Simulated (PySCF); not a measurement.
SMILES [CH2]OC=O, doublet, B3LYP/def2-SVP optimised geometry.

```
7

C     -1.09     0.73     0.00
O      0.25     0.47     0.00
C      0.68    -0.82     0.00
O     -0.03    -1.78     0.00
H     -1.79    -0.11     0.00
H     -1.35     1.78     0.00
H      1.79    -0.82     0.00
```

Density from unrestricted B3LYP/def2-TZVP (PySCF) at that geometry.

Minimum of the electron density along straight lines between bonded atoms, close to the bond critical point (lines longer than 1.1 times the sum of covalent radii, or with two minima, are not listed):

```json
[
 {"bond": "C1–O2", "length / Å": "1.360", "ρ at the minimum / e bohr⁻³": "0.281", "∇²ρ there / e bohr⁻⁵": "-0.29", "position (fraction from the first atom)": "0.34"},
 {"bond": "O2–C3", "length / Å": "1.358", "ρ at the minimum / e bohr⁻³": "0.296", "∇²ρ there / e bohr⁻⁵": "-0.64", "position (fraction from the first atom)": "0.65"},
 {"bond": "C3–O4", "length / Å": "1.198", "ρ at the minimum / e bohr⁻³": "0.438", "∇²ρ there / e bohr⁻⁵": "-0.14", "position (fraction from the first atom)": "0.34"},
 {"bond": "C1–H5", "length / Å": "1.089", "ρ at the minimum / e bohr⁻³": "0.286", "∇²ρ there / e bohr⁻⁵": "-1.02", "position (fraction from the first atom)": "0.66"},
 {"bond": "C1–H6", "length / Å": "1.087", "ρ at the minimum / e bohr⁻³": "0.287", "∇²ρ there / e bohr⁻⁵": "-1.03", "position (fraction from the first atom)": "0.66"},
 {"bond": "C3–H7", "length / Å": "1.108", "ρ at the minimum / e bohr⁻³": "0.283", "∇²ρ there / e bohr⁻⁵": "-1.02", "position (fraction from the first atom)": "0.66"}
]
```
